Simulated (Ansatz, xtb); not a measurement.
# A geometry optimisation of AlFGeH3 with r2SCAN-D4/def2-SVP

The starting geometry of this gas-phase doublet was built from a drawn formula by distance geometry and a force field; its bonds are those of `[F][GeH][AlH2]`.

```xyz
6

Al   -0.7827   -1.1211    1.9479
F    -3.2080   -3.5115    2.0222
Ge   -2.8198   -2.0661    2.8613
H    -2.6303   -2.3344    4.4280
H     0.6022   -1.9356    2.0406
H    -0.7684    0.3719    1.3183
```

Q: Predict what becomes of its bonds when it is optimised with r2SCAN-D4/def2-SVP.

A: It keeps its bonds, and is `[F][GeH][AlH2]`.

The energy falls by 0.39 eV over 14 steps:

| step | E − E(last) (eV) |
| --- | --- |
| 1 | 0.394 |
| 2 | 0.253 |
| 4 | 0.199 |
| 5 | 0.162 |
| 7 | 0.075 |
| 8 | 0.017 |
| 10 | 0.006 |
| 11 | 0.005 |
| 13 | 0.000 |
| 14 | 0.000 |

Final geometry (Å):

```yaml
atoms:
  - { symbol: Al, position_ang: [-0.6351, -1.1071, 1.8842] }
  - { symbol: F, position_ang: [-2.6484, -3.9373, 2.7551] }
  - { symbol: Ge, position_ang: [-2.5190, -2.1960, 2.9005] }
  - { symbol: H, position_ang: [-3.5191, -1.8452, 4.0212] }
  - { symbol: H, position_ang: [0.2906, -1.9698, 0.9350] }
  - { symbol: H, position_ang: [-0.5760, 0.4586, 2.1223] }
```

From the same start GFN2-xTB ends elsewhere, differing in Al1–H4 (1.65 against 3.66 Å here), Ge3–H4 (2.38 against 1.54 Å here).

No frequencies were run, so the end isn't proven a minimum. Open shells are spin-unrestricted. Run with Ansatz 0.2.0, 100 s on 1 thread of Intel(R) Xeon(R) Platinum 8259CL CPU @ 2.50GHz (Skylake/Cascade Lake) (shared host).
